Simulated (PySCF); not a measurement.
Problem. Write a Z-matrix for `NC/C=C(/F)C(F)(F)F` as optimised with GFN2-xTB.

Solution. 
Z-matrix in Å and degrees, rows numbered from 1:
```
N 
C   1  1.4535
C   2  1.4947  1  108.96
C   3  1.3234  2  125.93  1   151.38
F   4  1.3462  3  121.68  2   179.37
C   4  1.5115  3  125.62  2    -0.02
F   6  1.3473  4  111.93  3   -64.98
F   6  1.3285  4  112.79  3   174.21
F   6  1.3459  4  111.72  3    53.36
H   1  1.0129  2  110.53  3   172.69
H   1  1.0144  2  110.56  3   -67.85
H   2  1.0968  1  107.46  3  -116.64
H   2  1.1011  1  114.05  3   124.28
H   3  1.0805  2  115.39  1   -28.62
```

The 3 C–C bonds span 1.323 Å (C3=C4, drawn double) to 1.512 Å (C4–C6, drawn single), a spread of 0.189 Å. N1 (primary amine nitrogen) is pyramidal (angles 110.6°, 110.5° and 107.9°, sum 329.0°, 0.37 Å off the plane of its three neighbours). Of the pairs four or more bonds apart, C6···H13 is among the closest relative to their van der Waals radii: 2.73 Å, 94 % of the sum of Bondi's values.

Computed geometry: GFN2-xTB, gas phase.

Point group: C1 (no symmetry element, even within 0.4 Å). Stationary, but not proved a minimum. The numbers are those of one conformer (H–N1–C2–C3 173° and -68°, N1–C2–C3–C4 151°).
